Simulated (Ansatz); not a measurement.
```xyz
16

B     2.487    3.059    0.978
B     2.783    1.784    1.767
Zn    0.992    1.526    0.351
C    -0.529    0.703   -0.608
O    -0.564   -0.678   -0.231
Si   -1.719   -1.674   -0.862
B    -1.538   -3.544   -0.174
H     1.677    3.860    1.381
H     2.956    3.228   -0.122
H     3.061    0.826    2.407
H    -0.413    0.798   -1.697
H    -1.478    1.193   -0.350
H    -1.626   -1.674   -2.358
H    -3.082   -1.145   -0.532
H    -2.311   -4.375   -0.553
H    -0.696   -3.885    0.602
```

Total charge 0; spin multiplicity 1. The bonds changed during the relaxation, so this is another structure than the one it started from.

Question: List the ωB97M-V/def2-TZVPP orbital energies in eV (Ansatz 0.2.0). (Estimate.)

Answer: Ansatz gave: Occupied: -9465.54, -1806.91, -1156.77, -1017.21, -1017.21, -1017.12, -525.93, -282.38, -188.45, -188.26, -186.49, -147.95, -136.59, -102.09, -102.06, -102.04, -91.96, -91.95, -91.79, -30.80, -21.27, -18.49, -18.15, -17.28, -17.26, -17.23, -17.22, -16.91, -16.30, -15.07, -14.99, -14.63, -13.56, -12.35, -12.15, -12.02, -11.81, -10.52, -10.38, -10.37, -8.56. Lowest empty: -0.45, -0.17, 0.37, 1.31, 1.46, 2.29, 2.37, 2.76.
